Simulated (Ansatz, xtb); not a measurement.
System: C4H5N, net charge 0, singlet state. 
Structure (B3LYP-D3(BJ)/def2-TZVP (Ansatz, a quantum-chemistry and plane-wave program) minimum search):
```xyz
10

C     -2.1869     0.0014    -0.0997
C     -1.0155     0.1347     0.5022
C      0.1869    -0.7208     0.1919
C      1.3507     0.0760    -0.1935
N      2.2591     0.7158    -0.4883
H     -3.0292     0.6267     0.1648
H     -2.3480    -0.7354    -0.8782
H     -0.8741     0.8865     1.2709
H     -0.0398    -1.4231    -0.6129
H      0.4670    -1.3137     1.0688
```

Harmonic wavenumbers from GFN2-xTB (xtb, at its own minimum), cm⁻¹: 65, 186, 378, 407, 488, 638, 885, 900, 932, 1007, 1019, 1081, 1159, 1246, 1291, 1404, 1417, 1716, 2413, 2937, 2968, 3069, 3100, 3133.

Q: Give the harmonic wavenumbers at B3LYP-D3(BJ)/def2-TZVP (Ansatz, finite differences of forces, unscaled).

A: 87, 197, 378, 412, 506, 648, 901, 931, 970, 973, 1028, 1135, 1249, 1319, 1336, 1457, 1463, 1715, 2359, 3028, 3079, 3141, 3162, 3227 cm⁻¹. Zero-point energy 49.6 kcal/mol.

Q: From these and the geometry, give the ideal-gas thermochemistry at 298.15 K and 1 atm (rigid rotor, harmonic oscillator).

A: Point group C1, rotational symmetry number 1. Rotational constants 19.64, 2.633, 2.512 GHz. S(trans) 38.53, S(rot) 25.32, S(vib) 9.59, S(elec, spin only) 0.00, S 73.4 cal/(mol K). H(298) - H(0) 4.00 kcal/mol; G - E(el) 31.7 kcal/mol.
